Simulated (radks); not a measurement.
The numbers below are computed, except where a source is named.
Mn II, 24 electrons, occupied as [Ar] 3d5 4s1. Level of theory: scalar-relativistic Kohn-Sham, SCAN, spin-polarised, spherical densities, finite nucleus; open shells are filled with parallel spins first; meta-GGA in the generalised Kohn-Sham scheme; Fermi nuclear charge, rms radius 3.7057 fm (a radial shooting solver on a logarithmic mesh with Libxc functionals).

Unscreened Slater integrals over Kohn-Sham orbitals (eV). They are taken over the spin-up orbitals.

| integral | value |
|---|---|
| F0(4s,4s) | 9.1154 |
| F0(4s,3d) | 11.355 |
| G2(4s,3d) | 1.6062 |
| F0(4s,3p) | 11.691 |
| G1(4s,3p) | 0.74942 |
| F0(4s,3s) | 11.750 |
| G0(4s,3s) | 0.52901 |
| F0(3d,3d) | 21.758 |
| F2(3d,3d) | 9.8931 |
| F4(3d,3d) | 6.1224 |
| F0(3d,3p) | 24.135 |
| F2(3d,3p) | 11.263 |
| G1(3d,3p) | 13.982 |
| G3(3d,3p) | 8.4228 |
| F0(3d,3s) | 24.735 |
| G2(3d,3s) | 10.571 |
| F0(3p,3p) | 27.259 |
| F2(3p,3p) | 13.653 |
| F0(3p,3s) | 28.015 |
| G1(3p,3s) | 18.591 |
| F0(3s,3s) | 28.845 |

Derived for the open shells (J is the average intra-shell exchange parameter used in DFT+U). 3d: Racah B = F2/49 - 5 F4/441 = 0.1325 eV, C = 35 F4/441 = 0.4859 eV, C/B = 3.67, F4/F2 = 0.619, J = (F2 + F4)/14 = 1.144 eV.
